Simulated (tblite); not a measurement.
C5H11FSSi2.
Cartesian coordinates in Å at the GFN2-xTB level; atoms count from 1:
```xyz
20
C5H11FSSi2 angstrom
C      3.1001    1.1197   -0.6497
S      2.2932   -0.5091   -0.6334
C      0.6384   -0.0750    0.0406
Si     0.0395   -1.6668    0.9061
C     -1.7992   -1.5067    1.2805
C     -2.6056   -0.5569    0.8062
Si    -2.0566    0.8579   -0.3042
C     -0.3244    0.4157   -1.0132
F      0.1597    1.5834   -1.6172
H      2.5499    1.7942   -1.2974
H      4.1018    0.9623   -1.0365
H      3.1481    1.5092    0.3642
H      0.8194    0.7180    0.7684
H      0.2566   -2.8128    0.0183
H      0.8131   -1.8113    2.1431
H     -2.2157   -2.2740    1.9240
H     -3.6541   -0.5715    1.0847
H     -2.9782    1.0509   -1.4269
H     -1.9090    2.0970    0.4686
H     -0.3821   -0.3135   -1.8292
```

Computed with GFN2-xTB (tblite): harmonic, unscaled wavenumbers at the GFN2-xTB geometry, gas phase. Against measured fundamentals such values can be off by several per cent, at times by over 20. Modes of hydrogen on silicon can be 10 to 20 % off. One conformer, not necessarily the lowest.

Harmonic wavenumbers (cm⁻¹): 48.2, 63.8, 74.4, 145.2, 149.5, 198.8, 204.1, 237.2, 261.6, 275.9, 310.1, 365.1, 445.0, 478.1, 501.0, 552.8, 577.7, 636.7, 659.6, 695.4, 699.0, 717.2, 725.4, 753.0, 761.8, 773.1, 782.9, 832.5, 945.9, 949.4, 961.2, 965.5, 1071.4, 1110.8, 1147.0, 1167.7, 1236.9, 1308.1, 1318.1, 1326.2, 1449.3, 1452.9, 1624.6, 2233.1, 2247.0, 2254.2, 2255.4, 2917.5, 2946.9, 3000.2, 3014.1, 3018.7, 3047.8, 3057.2.

A = 1469, B = 770.2, C = 535.0 MHz; mass 178.010 u (most abundant isotopes); point group C1, symmetry number 1.

Question: Zero-point energy?

Answer: ½Σν̃ = 30476 cm⁻¹ = 87.14 kcal/mol.

Question: Entropy at 273.15 K, 1 bar (ideal gas, RRHO, classical rotation)?

Answer: Translation 41.03, rotation 30.39, vibration 34.12: S = 105.5 cal/(mol K).

Question: And Cp and H(273.15 K) − H(0)?

Answer: Cp = 44.97 cal/(mol K), of which vibrations give 37.02 (their classical limit is 54 R = 107.3); H(273.15 K) − H(0) = 7.21 kcal/mol without the zero-point energy, 5.04 from vibrations.

Question: What must be added to the electronic energy to get the Gibbs energy at 273.15 K and 1 bar?

Answer: ZPE + [H(273.15 K) − H(0)] − T·S = 87.14 + 7.21 − 28.83 = 65.52 kcal/mol.

Question: Blend soft modes into free rotors: weight 1/[1 + (100 cm⁻¹/ν̃)⁴] for the oscillator and the rest for a rotor with moment μB/(μ + B), μ = h/(8π²ν), B = 10⁻⁴⁴ kg m². What vibrational entropy results?

Answer: 31.53 cal/(mol K) in place of 34.12, which changes −T·S at 273.15 K by +0.71 kcal/mol.

Question: Which modes carry the vibrational entropy at 273.15 K?

Answer: 48.2 cm⁻¹: 4.72; 63.8 cm⁻¹: 4.16; 74.4 cm⁻¹: 3.86; 145.2 cm⁻¹: 2.57; 149.5 cm⁻¹: 2.51; 198.8 cm⁻¹: 1.98 cal/(mol K); the other 48 give 14.32 together.

Hindered rotation and anharmonicity are outside this model. Other conformers, if any are populated, would add a mixing term that is left out. The structure is chiral; the term R ln 2 for an equal mix with its mirror image is left out.

Hardware: Arm Neoverse V1, one thread, shared host. Cost: 1.2 s wall. This covers the Hessian and the dipole derivatives.
